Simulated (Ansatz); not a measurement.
The cluster Si₅Ge₃: single points at one geometry.

```yaml
crystal:
  periodic: [false, false, false]
  atoms:
    - {symbol: Si, position_ang: [0.849825, -0.438750, -0.957812]}
    - {symbol: Si, position_ang: [0.891879, -1.026309, 1.379233]}
    - {symbol: Si, position_ang: [-0.803741, 0.725007, 0.818571]}
    - {symbol: Si, position_ang: [1.538532, 1.505113, 0.240282]}
    - {symbol: Si, position_ang: [-1.229558, -1.508718, -0.017005]}
    - {symbol: Ge, position_ang: [0.695695, 1.160280, 2.603395]}
    - {symbol: Ge, position_ang: [-1.252990, 0.987189, -1.589855]}
    - {symbol: Ge, position_ang: [-0.689642, -1.403801, -2.476809]}
basis:
  gaussian: {orbitals: def2-TZVP, initial_orbitals: start.molden}
correlation: {method: mp2}
scf: {omitted_lower_state_checks: [starts]}
output: {orbitals: {seedname: orbitals}}
```

The file start.molden holds the orbitals of an earlier run on this structure, at another level or in another basis.

```sh
$ ansatz run in.yaml --threads 4 --pin off --events-out ev --progress --plain --max-ram 4787MiB
```

It prints (some lines left out):

```
Functional definition: HF
2100 factors; integrals over basis functions are off by at most 8.2e-4 eV
mean field evaluation 1: about -208727.9877 eV, gradient 5.4e1 eV
mean field evaluation 2: about -208729.7294 eV, gradient 2.2e0 eV
mean field evaluation 4: about -208730.9294 eV, gradient 2.9e0 eV
mean field evaluation 8: about -208730.9692 eV, gradient 1.7e-3 eV
mean field -208730.96919268 eV, -7670.7216348986 hartree, gradient 2.9e-6 eV, S^2 0.000000; 0 other end points of the search recorded, 0 dependent functions left out
52 core orbitals not correlated: weight in the atoms' cores, before any rotation towards them, 1.000 or more for the frozen orbitals, at most 0.000 for the correlated occupied ones
reference -208730.96919268 eV, -7670.7216348986 hartree; 31, 31 occupied and 246, 246 virtual orbitals, 2100 factors
second order -37.08662623 eV of doubles, -0.00000000 eV of singles
Total energy: -208768.05581892 eV, -7672.0845432745 hartree
Checks for a lower state left out: starts
```

Run time 13 s (4 threads of Intel Xeon 6975P-C on a shared host), peak host memory 1.6 GiB.

The first input with `hamiltonian: {xc: pbe0, dispersion: d4}` and without the key `correlation` (abridged; 16 s):

```
Functional definition: PBE0
mean field -208907.36869521 eV, -7677.2041970488 hartree, gradient 1.7e-5 eV, S^2 0.000000
Total energy: -208908.06959297 eV, -7677.2299545662 hartree
Checks for a lower state left out: starts
```

The first input with `hamiltonian: {xc: pbe}`, `correlation: {method: rpa}` and without the key `output` (abridged; 10 s):

```
Functional definition: PBE
mean field -208900.42016068 eV, -7676.9488431144 hartree, gradient 2.6e-6 eV, S^2 0.000000
52 core orbitals not correlated: weight in the atoms' cores, before any rotation towards them, 1.000 or more for the frozen orbitals, at most 0.000 for the correlated occupied ones
Total energy: -208781.85633837 eV, -7672.5917030099 hartree
Checks for a lower state left out: starts
```

First input, but with `hamiltonian: {xc: {name: B2PLYP}}` and without the key `correlation`, `output` (abridged; 17 s):

```
Functional definition: B2PLYP
mean field -208885.51426944 eV, -7676.4010617151 hartree, gradient 1.7e-6 eV, S^2 0.000000
52 core orbitals not correlated: weight in the atoms' cores, before any rotation towards them, 1.000 or more for the frozen orbitals, at most 0.000 for the correlated occupied ones
second order -47.28385999 eV of doubles, -0.00000000 eV of singles
Total energy: -208898.28108142 eV, -7676.8702334015 hartree
Checks for a lower state left out: starts
```

As the first input, with `gaussian: {orbitals: def2-SVP, initial_orbitals: start.molden}`, `correlation: {method: ccsd_t}` (abridged; 24 s):

```
Functional definition: HF
mean field -208695.56058082 eV, -7669.4203924135 hartree, gradient 2.7e-6 eV, S^2 0.000000
52 core orbitals not correlated: weight in the atoms' cores, before any rotation towards them, 1.000 or more for the frozen orbitals, at most 0.000 for the correlated occupied ones
second order -32.37085800 eV of doubles, -0.00000000 eV of singles
cycle   1  -29.04514713 eV  change     3.3e0 eV  update   2.9e-1
cycle   2  -30.75130515 eV  change    -1.7e0 eV  update   1.2e-1
cycle   3  -31.05090484 eV  change   -3.0e-1 eV  update   3.6e-2
cycle   4  -31.01506928 eV  change    3.6e-2 eV  update   1.3e-2
cycle   5  -31.01030784 eV  change    4.8e-3 eV  update   6.4e-3
cycle   6  -31.01233869 eV  change   -2.0e-3 eV  update   2.9e-3
cycle   7  -31.00897740 eV  change    3.4e-3 eV  update   1.5e-3
cycle   8  -31.00880699 eV  change    1.7e-4 eV  update   8.6e-4
cycle   9  -31.01000216 eV  change   -1.2e-3 eV  update   4.1e-4
cycle  10  -31.00982913 eV  change    1.7e-4 eV  update   1.9e-4
cycle  11  -31.00965698 eV  change    1.7e-4 eV  update   8.2e-5
cycle  12  -31.00979966 eV  change   -1.4e-4 eV  update   4.3e-5
cycle  13  -31.00973388 eV  change    6.6e-5 eV  update   2.2e-5
perturbative correction -2.25249422 eV, -0.0827776358 hartree
Total energy: -208728.82280892 eV, -7670.6427567503 hartree
Checks for a lower state left out: starts
```

The first input with `gaussian: {orbitals: def2-SVP, initial_orbitals: start.molden}`, `hamiltonian: {xc: pbe0, dispersion: d4}` and without the key `correlation` (abridged; 4 s):

```
Functional definition: PBE0
mean field -208872.32223945 eV, -7675.9162635549 hartree, gradient 1.6e-5 eV, S^2 0.000000
Total energy: -208873.02313677 eV, -7675.9420210561 hartree
Checks for a lower state left out: starts
```

As the first input, with `gaussian: {orbitals: STO-3G}`, `hamiltonian: {xc: hf}` and without the key `correlation` (abridged; 0.7 s):

```
Functional definition: HF
mean field -206346.51734026 eV, -7583.0946455614 hartree, gradient 2.5e-5 eV, S^2 0.000000
Total energy: -206346.51734026 eV, -7583.0946455614 hartree
Checks for a lower state left out: starts
```

Geometry: r2SCAN-D4/def2-SVP.

Correlated methods freeze 52 core orbitals; core or outer-core shells of Ge are correlated, in sets that lack core-valence functions. The structure comes from a short search, and lower isomers may exist.
